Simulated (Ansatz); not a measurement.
C$_{2}$H$_{6}$BISi (`IC1CB[SiH2]1`). Charge 0, multiplicity 1. I takes the def2 core potential.

```xyz
11

I    -0.324   -2.663    1.130
C     0.366   -0.899    0.128
C    -0.581   -0.285   -0.918
B    -0.178    1.228   -0.784
Si    0.552    0.762    1.044
H     1.305   -1.203   -0.334
H    -0.639   -0.789   -1.887
H    -1.614   -0.277   -0.521
H    -0.313    2.119   -1.564
H    -0.466    0.895    2.123
H     1.893    1.113    1.585
```

Question: List the harmonic frequencies (cm⁻¹, unscaled) at PBE0-D4/def2-TZVP in Ansatz. (An estimate is asked.)

Answer: Ansatz gave: 112, 154, 239, 317, 394, 434, 534, 631, 651, 742, 775, 832, 840, 926, 957, 992, 1073, 1086, 1196, 1244, 1386, 2209, 2220, 2668, 2962, 3088, 3122.

Question: Is this a minimum?

Answer: Yes, all 27 modes are real.

Question: Give the ideal-gas thermochemistry at 298.15 K and 1 bar (rigid rotor, harmonic oscillator; point group C1, symmetry number 1).

Answer: Zero-point energy 190.1 kJ/mol; H(298) − E = 210.2 kJ/mol; entropy 350.9 J/(mol·K), of which translation 174.7, rotation 119.3, vibration 56.9; G(298) − E = 105.6 kJ/mol.

Question: Rotational constants (cm⁻¹)?

Answer: 0.1909, 0.03373, 0.02975.
